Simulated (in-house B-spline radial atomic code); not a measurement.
Cl⁶⁺. Computed with a B-spline radial atomic code. Model: all-electron spherical atom, spin shells full or empty, radial basis limit, no spin-orbit coupling, Breit or QED, empty-state partial waves extrapolated as (l+1/2)^-4, RPA, G0W0 and static COHSEX of the highest shell as one setting changes (uncorrelated shells keep exact exchange).

In a row where one electron alone is correlated, RPA and GW hold only self-correlation.

Given: element Cl; charge 6; filled core Ne; hamiltonian non-relativistic; mean-field start PBE0; highest l of empty states 9; highest mean-field shell 3s up.

Shell: 3s 1 0 (electrons up and down).

```json
{"lowest nl shells left uncorrelated": "0", "RPA correlation energy (hartree)": "-0.65438", "G0W0 level (eV)": "-115.04", "G0W0 minus most complete (meV)": "0", "COHSEX level (eV)": "-116.88"}
{"lowest nl shells left uncorrelated": "1", "RPA correlation energy (hartree)": "?", "G0W0 level (eV)": "?", "G0W0 minus most complete (meV)": "?", "COHSEX level (eV)": "?"}
{"lowest nl shells left uncorrelated": "2", "RPA correlation energy (hartree)": "?", "G0W0 level (eV)": "?", "G0W0 minus most complete (meV)": "?", "COHSEX level (eV)": "?"}
{"lowest nl shells left uncorrelated": "3", "RPA correlation energy (hartree)": "-0.029589", "G0W0 level (eV)": "-114.63", "G0W0 minus most complete (meV)": "409.3", "COHSEX level (eV)": "-116.26"}
```

(1) What follows for lowest nl shells left uncorrelated = 2?

(2) What follows for lowest nl shells left uncorrelated = 1?

## Answers

(1) RPA correlation energy -0.38102 hartree; G0W0 level -115.08 eV; G0W0 minus most complete -38 meV; COHSEX level -116.93 eV.

(2) RPA correlation energy -0.52627 hartree; G0W0 level -115.04 eV; G0W0 minus most complete 4.8 meV; COHSEX level -116.86 eV.
